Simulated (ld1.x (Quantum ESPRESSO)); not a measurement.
Before and after: TM potential for Ge

```json
{
  "Element": "Ge (Z = 32)",
  "Generator": "ld1.x (Quantum ESPRESSO) 7.5",
  "Type": "norm-conserving Troullier–Martins (Kleinman–Bylander form)",
  "Functional": "PBE",
  "Relativity": "scalar-relativistic",
  "Frozen core": "[Ar] 3d10",
  "Valence charge": "4",
  "Reference configuration": "4s1.5 4p2.5",
  "Partial waves": "4s (bound): rc 1.50 bohr; 4p (bound): rc 2.10 bohr; 4d channel at 0.35 Ry: rc 2.10 bohr",
  "Local potential": "all-electron potential smoothed inside 1.45 bohr (lloc = -1)",
  "Core correction": "none"
}
```

All-electron outer shells of the reference configuration (PBE, scalar-relativistic, ld1.x):

| shell | level (eV) | outermost node (bohr) | outermost maximum (bohr) |
| --- | --- | --- | --- |
| 3p | -116.53 | 0.23 | 0.54 |
| 3d | -30.20 | – | 0.50 |
| 4s | -12.22 | 0.77 | 1.73 |
| 4p | -4.25 | 0.82 | 2.19 |

Change: core correction a·sin(br)/r model core inside 1.30 bohr.

Cutoffs: the cutoffs (Ry, on a coarse ladder) from which the occupation-weighted sum of valence levels, in a spherical-Bessel basis at the reference potential, stays within 10 and 1 mRy of its value at 400 Ry; they do not see the model core or the augmentation charge, which bear on the density cutoff. Errors are all-electron minus pseudo energies relative to the spin-unpolarised reference configuration.

Question: What does the change do?

Answer: The potential gets neither clearly harder nor softer (18 Ry and 40 Ry → 18 Ry and 40 Ry); of the 7 tests that both files solve, the error grows in 1 and shrinks in 6 by more than 15 % and 0.3 meV (median size 3.6 → 2.4 meV); neither file shows a bound ghost. A model core, the more so a compact one, raises the density cutoff, which this test does not measure.

```csv
quantity,base,changed
"cutoff, loose",18 Ry,18 Ry
"cutoff, tight",40 Ry,40 Ry
bound ghosts,none,none
"error for 4s2 4p2, meV [ΔE -3.95 eV]",+3.2,-1.7
"error for 4s2 4p1, meV [ΔE 3.49 eV]",+6.2,-2.4
"error for 4s2 4p0, meV [ΔE 18.93 eV]",+57,-21
"error for 4s0 4p4, meV [ΔE 12.24 eV]",+28,-23
"error for 4s2 4p2.3, meV [ΔE -4.84 eV]",+3.0,-1.6
"error for 4s2 4p1.5, meV [ΔE -1.15 eV]",+3.6,-1.7
"error for 4s1 4p2, meV [ΔE 12.21 eV]",+2.5,-8.4
s: phases at 2.29 bohr within 0.05 rad from the reference energy up to (Ry; the scan ends near 5),0.3,0.3
p: phases at 2.29 bohr within 0.05 rad from the reference energy up to (Ry; the scan ends near 5),2.8,2.8
d: phases at 2.29 bohr within 0.05 rad from the reference energy up to (Ry; the scan ends near 5),1.0,1.0
```
